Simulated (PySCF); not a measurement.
Species: C2H11O2Si3 (doublet state).
Z-matrix (Å and degrees, GFN2-xTB geometry), rows numbered from 1:
```
C 
C   1  1.4779
O   2  1.3403  1  120.97
Si  3  1.6276  2  134.45  1    -3.41
Si  4  2.2982  3  112.82  2    57.95
O   4  1.6177  3  102.62  2   177.10
Si  6  1.6135  4  162.27  3  -105.71
H   1  1.0993  2  111.69  3   -68.62
H   1  1.0863  2  110.27  3   170.78
H   1  1.0911  2  110.24  3    49.91
H   2  1.0768  1  121.90  3   159.96
H   4  1.4699  3  108.40  2   -74.48
H   5  1.4717  4  111.50  3   -89.62
H   5  1.4674  4  113.38  3   150.11
H   5  1.4725  4  114.15  3    28.84
H   7  1.4595  6  105.82  4   160.54
H   7  1.4633  6  105.80  4   -79.75
H   7  1.4632  6  108.56  4    39.70
```

The hyperfine couplings belong to this conformer and change with its torsions.

Identity: `C[CH]O[Si@@H]([SiH3])O[SiH3]` [radical].

Computed, not measured: UKS B3LYP, pcH-1 on C H O Si, non-relativistic, mean-field spin-orbit, GIAO in PySCF 2.14.0. Isolated species at its GFN2-xTB geometry (one conformer only). Couplings are sensitive to structure, and on GFN2-xTB geometries they can be far from those on DFT ones. The SCF solution wasn't tested for stability.

Principal values of hyperfine tensors in MHz (contact, dipolar and spin–orbit terms together), for some of the nuclei:

```
atom  isotope      A1      A2      A3
  H8       1H  131.61  132.77  144.05
 H10       1H   57.77   58.31   72.32
 H11       1H  -90.28  -54.43  -15.67
  C1      13C  -29.47  -29.21  -25.03
  O3      17O  -63.02    7.38    8.73
 Si5     29Si  -15.24  -13.34  -13.10
 H12       1H    9.13    9.60   15.32
  H9       1H    5.49    6.94   20.64
```

Problem. Give the isotropic coupling of each nucleus in MHz and in mT (g = 2.0031), and the anisotropic part.

Solution. a_iso is a third of the trace, T = A − a_iso, and a(mT) = a(MHz)/(g × 13.996). The tensors hold a spin–orbit part: the run splits a_iso into a_FC + a_SO, and T includes its anisotropic share.

| atom | a_iso (MHz) | a_FC | a_SO | a_iso (mT) | T1 | T2 | T3 |
| --- | --- | --- | --- | --- | --- | --- | --- |
| H8 | 136.15 | 136.14 | 0.00 | 4.856 | -4.53 | -3.37 | 7.90 |
| H10 | 62.80 | 62.80 | 0.00 | 2.240 | -5.03 | -4.49 | 9.52 |
| H11 | -53.46 | -53.48 | 0.03 | -1.907 | -36.82 | -0.97 | 37.79 |
| C1 | -27.90 | -27.91 | 0.01 | -0.995 | -1.57 | -1.31 | 2.87 |
| O3 | -15.64 | -15.67 | 0.03 | -0.558 | -47.38 | 23.02 | 24.36 |
| Si5 | -13.89 | -13.90 | 0.01 | -0.495 | -1.35 | 0.56 | 0.79 |
| H12 | 11.35 | 11.35 | 0.00 | 0.405 | -2.22 | -1.75 | 3.97 |
| H9 | 11.02 | 11.02 | 0.00 | 0.393 | -5.53 | -4.08 | 9.61 |

Problem. What spin density at the nucleus of H9 lies behind its contact coupling (g_N = 5.58569)?

Solution. a_FC = (2μ0/3) gₑ μB g_N μN ρ(0)/(2S·h) = 800.24 MHz × g_N × ρ(0)/(2S), with ρ in bohr⁻³. With a_FC = 11.02 MHz and 2S = 1, ρ(0) = 0.002465 bohr⁻³. In magnitude that is 0.8 % of the 1/π = 0.318 of a free hydrogen atom.

Problem. C2 (13C, g_N = 1.40482) isn't in the table. Its spin density at the nucleus is 0.1123 bohr⁻³. What is its contact coupling?

Solution. By the same relation, a_FC = 126.2 MHz. The spin–orbit term adds -0.05 MHz. Its full tensor has the principal values 45.80, 47.96, 284.67 MHz.

Problem. Which nucleus of the table has the largest anisotropic coupling, and what is its form?

Solution. O3: -47.4, 23.0, 24.4 MHz, nearly axial, close to the ratio +1:+1:−2.

Problem. What first-order splitting does H10 cause when the field lies along A1, A2 or A3 of its tensor (g taken as isotropic, no quadrupole term)?

Solution. 2 lines (I = 1/2), spaced by |A_i|/(g × 13.996): 2.06, 2.08, 2.58 mT along the axes of A1, A2 and A3.
